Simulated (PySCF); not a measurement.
Computed vibrations of [HfF2]2+

[HfF2]2+ (singlet). PySCF 2.14.0, RKS PBE0, Hf def2-SVP with ECP60, F def2-SVP; non-relativistic Hamiltonian with scalar-relativistic core potentials where named; density fitting; no spin-orbit coupling. Central differences of gradients.

```xyz
3

Hf    0.0000    0.0000   -0.1984
F     1.3919    0.0000    0.9398
F    -1.3919    0.0000    0.9398
```

Run from Python with OMP_NUM_THREADS=2. Where DIIS fails, smearing, a level shift and second-order steps follow.
It took 5.4 s on 2 threads of Arm Neoverse V2 (shared host).

What are the harmonic wavenumbers and infrared intensities?

Modes are labelled in C2v; negative numbers are unstable modes, those under 60 cm⁻¹ near the noise; a finer grid moves soft modes by up to 10 cm⁻¹.
```
cm⁻¹  km/mol  symmetry
 213     8.4        a1
 824    98.4        b2
 834    37.9        a1
```

Is this a minimum?

Yes. Ideal gas at 298.15 K and 1 bar: S = 281.7 J/(mol K), Cp = 45.9 J/(mol K), H − H(0 K) = 11.7 kJ/mol (rigid rotor, harmonic modes, spin degeneracy alone).
